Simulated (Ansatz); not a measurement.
The same path of CH3 + ClH3O2Sn (11 atoms, charge 0, multiplicity 2) was run twice with different band settings. Lost on the way: Sn1–H2. Made: H2–C8.

The calculation used UHF/def2-SVP (Ansatz).

Relaxed end points:

```xyz
11
Properties=species:S:1:pos:R:3
Sn -0.301 -0.044 -0.268
H -0.146 0.116 1.398
Cl 1.784 -0.283 -1.320
O -1.184 1.527 -0.989
H -1.496 1.503 -1.881
O -1.317 -1.613 -0.813
H -0.893 -2.252 -1.366
C 0.178 0.087 4.749
H -0.405 -0.816 4.863
H 1.256 0.029 4.700
H -0.310 1.050 4.765
```

```xyz
11
Properties=species:S:1:pos:R:3
Sn -0.103 0.032 -0.572
H 0.120 0.204 3.188
Cl 1.900 -0.319 -1.781
O -1.045 1.571 -1.315
H -1.835 1.376 -1.801
O -1.306 -1.454 -0.994
H -0.961 -2.333 -1.052
C 0.103 0.086 4.271
H -0.482 -0.796 4.532
H 1.123 -0.032 4.638
H -0.347 0.968 4.724
```

Common settings: movable images 7; climbing image yes; spring 5.0 eV/Å²; optimiser quadratic models (default); start path through a guess of the saddle point; force threshold 0.05 eV/Å; end points relaxed.

| run | iteration limit |
| --- | --- |
| 1 | 60 |
| 2 | 3 |

What does each run give, and how far can it be trusted?

Run 1: converged after 27 iterations, highest image 0.490 eV above the first end. Neighbouring images differ by up to 1.4 eV, so the band resolves the path poorly. A vibrational analysis at the climbing image gives one clearly imaginary mode, 1448i cm⁻¹: a first-order saddle point.
Run 2: not converged after 3 iterations, highest image 0.348 eV above the first end. The band didn't meet its force threshold, so its energies are provisional: the largest band force was still 5.98 eV/Å, and over the last iterations the top moved between 0.35 and 14.00 eV.
